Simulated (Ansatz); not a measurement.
Name a neutral molecule of Al, C, N and H with HOMO energy (PBE0/def2-TZVPP) between -7.50 and -7.20 eV and HOMO energy (B3LYP/def2-TZVPP) between -7.20 and -6.90 eV (Ansatz, PBE0-D4/def2-TZVP geometry).

`C[NH+](C)[AlH3-]` (-7.35 eV, -7.16 eV). Other molecules can fit too; these were computed, each in one conformer that needn't be the lowest.

B3LYP here is the variant with VWN-RPA as its local correlation; programs differ in this.
